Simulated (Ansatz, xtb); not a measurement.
Species: C₂H₃O, net charge 0, doublet state. It need not be the lowest isomer of its formula. 
Structure (B3LYP-D3(BJ)/def2-TZVP (Ansatz, a first-principles code) minimum search):
SMILES: C=[C]O
```xyz
6

C     -0.1863    -1.0182     0.6908
C      0.3771     0.0373     0.1478
O     -0.0625     0.8776    -0.7878
H     -1.2359    -1.2440     0.5148
H      0.3780    -1.6719     1.3393
H      0.2130     1.7806    -0.5833
```
Charge 0, spin multiplicity 2.

Harmonic wavenumbers from GFN2-xTB (xtb, at its own minimum), cm⁻¹: 351, 390, 537, 803, 953, 1064, 1194, 1377, 1756, 2871, 3119, 3296.

Problem. Give the harmonic wavenumbers at B3LYP-D3(BJ)/def2-TZVP (Ansatz, finite differences of forces, unscaled).

Solution. 342, 448, 627, 827, 964, 1130, 1223, 1412, 1714, 3098, 3226, 3767 cm⁻¹. Zero-point energy 26.8 kcal/mol.

Problem. From these and the geometry, give the ideal-gas thermochemistry at 298.15 K and 1 atm (rigid rotor, harmonic oscillator).

Solution. Point group C1, rotational symmetry number 1. Rotational constants 107.5, 10.07, 9.322 GHz. S(trans) 37.21, S(rot) 20.99, S(vib) 2.82, S(elec, spin only) 1.38, S 62.4 cal/(mol K). H(298) - H(0) 2.96 kcal/mol; G - E(el) 11.2 kcal/mol.
